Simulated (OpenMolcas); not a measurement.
**Cu5+: the spin-orbit constant, worked from levels**

```
Program             : OpenMolcas 26.06
Basis               : ANO-RCC-VDZP [5s4p2d1f]
Scalar Hamiltonian  : X2C, point nucleus
Active space        : 6 electrons in 5 orbitals (3d)
State averaging     : 2S+1 = 5 even, 5 roots; 2S+1 = 3 even, 45 roots (35 in the spin-orbit step); 2S+1 = 1 even, 50 roots (35 in the spin-orbit step)
Spin-orbit coupling : state interaction with AMFI integrals over the reference wave functions, term energies averaged over their components
```

Methods: CASSCF; SS-CASPT2, IPEA 0.25 Eh, imaginary shift 0.1 Eh (closed shells correlated: 3s 3p). Measured levels: Sugar and Musgrove, J. Phys. Chem. Ref. Data 19, 527 (1990).

**The spin-orbit constant.** For the Hund term ⁵D of d6, E(J) = (A/2) J(J+1) + constant and ζ = -2S·A = -4A. From J = 0 to J = 4 the energy changes by 10 A.

| Source | E(4) - E(0) | A | ζ |
| --- | --- | --- | --- |
| CASSCF | -2835.6 | -283.6 | 1134 |
| SS-CASPT2 | -2816.6 | -281.7 | 1127 |
| measured | -2733.4 | -273.3 | 1093 |

All in cm-1. SS-CASPT2 is off by +3.0 % and CASSCF by +3.7 %. Both methods take the spin-orbit matrix elements from the reference wave functions, so the second can move ζ only through the term energies and any multistate remixing. Second-order mixing with other terms is absorbed into this ζ.

Some high roots are left out of the spin-orbit mixing, which shifts the levels that they would mix with. The basis is small and was not contracted for so high a charge. Without dynamic correlation excited terms often stand tens of per cent too high (terms of higher spin than the ground term too low), and those without a measured partner can miss by more than the paired ones (holds for CASSCF). Computed and measured levels are paired by configuration, term and J; levels that our copy of the source lacks, or whose pairing is in doubt (as where it misses far off the trend of its configuration), stay unpaired and out of the deviations. Levels of configurations outside the active space are missing.
